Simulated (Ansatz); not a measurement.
Basis-set extrapolation for `CCSBCl` (PBE0-D4/def2-TZVP geometry, frozen core, Ansatz). Multiplicity 1, RHF reference.

```tsv
	def2-TZVPP	def2-QZVPP
HF	-961.073597	-961.102105
MP2 correlation	-0.819576	-0.883236
CCSD(T) correlation	-0.917597	not run
```

Energies in hartree. Use E(X) = E(∞) + A·exp(−7.88·√X) for Hartree–Fock and E(X) = E(∞) + B·X^(−2.97) for correlation, with X = 3 and 4, and add CCSD(T) minus MP2 of the smaller set to the MP2 limit.

What is the CCSD(T) energy at the basis-set limit?

HF limit: -961.102105 + (-0.028508) × 0.13774 = -961.10603. MP2 limit: -0.883236 + (-0.063660) × 0.74074 = -0.93039. Higher-order term: -0.917597 − (-0.819576) = -0.09802. Total: -962.13444 hartree, 376.1 kJ/mol below CCSD(T)/def2-TZVPP.
